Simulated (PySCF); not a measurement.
An unknown is described by computed data only.

Formula: C3H13NSi3.

- Rotational structure: rotational constants A, B, C: 2.325, 0.898, 0.735 GHz [PBE0-D3(BJ)/def2-SVP]
- Valence photoelectron: vertical ionisation energy: 8.47 eV [ΔSCF PBE0/def2-SVPD]
- Polarisability: 123.4 au [PBE0/def2-SVPD]
- Dipole: 0.63 D [PBE0/def2-SVPD]
- UV, strongest line: among the 10 lowest singlet transitions: S2 at 6.19 eV (200 nm, f = 0.072) [TDDFT PBE0/def2-SVPD]
- 13C NMR: chemical shifts (computed TMS as zero) by class: 54.7 (1 C), 21.0 (2 C) ppm [GIAO PBE0/pcSseg-1]
- 1H NMR: chemical shifts (computed TMS as zero) by class: 4.68 (6 H), 4.43 (1 H), 4.30 (1 H), 3.33 (1 H), 1.61 (2 H), 1.59 (2 H) ppm [GIAO PBE0/pcSseg-1]
- UV, first state: lowest singlet excitation: 5.76 eV (215 nm, f = 0.002) [TDDFT PBE0/def2-SVPD]
- NMR, other nuclei: isotropic shieldings of nuclei other than C and H, by class: 232 (1 N), 405 (1 Si), 405 (2 Si) ppm [GIAO PBE0/pcSseg-1]

Gas-phase values; electronic properties from PySCF, density fitting. Levels stand in brackets. Geometry: PBE0-D3(BJ)/def2-SVP, one conformer, isolated molecule. Each NMR value is the plain mean over a class of atoms that symmetry, rotation or inversion makes alike.

Question: Propose a structure and show how it fits.

Answer: Numbering: `[SiH3:1][N:2]([SiH3:3])[CH:4]1[CH2:5][SiH2:6][CH2:7]1`. Its formula, C3H13NSi3, gives 1 degree of unsaturation: 1 ring and 0 π bonds in the structure found. 3 carbons fall into 2 classes; from least to most shielded: ring sp3 carbon bound to nitrogen [C4] (54.7 ppm), ring sp3 carbon bound to silicon [C5/C7] (21.0 ppm, 2 C, up to 3.0 ppm apart in this geometry). Hydrogen classes from least to most shielded: 6 H on 2 SiH3 silicons, Si1/Si3 (4.68 ppm), 1 H on an SiH2 silicon, Si6 (4.43 ppm), 1 H on an SiH2 silicon, Si6 (4.30 ppm), 1 H on an sp3 carbon bound to nitrogen, C4 (3.33 ppm), 2 H on 2 like atoms (sp3 carbon bound to silicon), C5/C7 (1.61 ppm), 2 H on 2 like atoms (sp3 carbon bound to silicon), C5/C7 (1.59 ppm). The other shieldings belong to: 232 ppm, nitrogen bridging silicon atoms [N2]; 405 ppm, SiH2 silicon [Si6]; 405 ppm, SiH3 silicon [Si1/Si3]. The first electron is taken from the HOMO, whose largest Löwdin shares are 0.48 on the nitrogen bridging silicon atoms, 0.09 on an sp3 carbon bound to silicon and 0.08 on each of 2 atoms of one kind (SiH3 silicon). The optimised geometry has point group C1 and is an asymmetric top. Structure: `[SiH3]N([SiH3])C1C[SiH2]C1`. Computed isomers that give other values at the same levels: `[SiH3]C[Si@@H]1CC[SiH2]N1` (13C chemical shifts (computed TMS as zero) by class: 9.3 (1 C), 6.7 (1 C), -4.7 (1 C) ppm). The assignments are read from this structure; whether some other isomer fits the data as well wasn't checked.

The values belong to the conformer `[SiH3:1][N:2]([SiH3:3])[CH:4]1[CH2:5][SiH2:6][CH2:7]1`: Si1–N2–C4–C5 -38°.
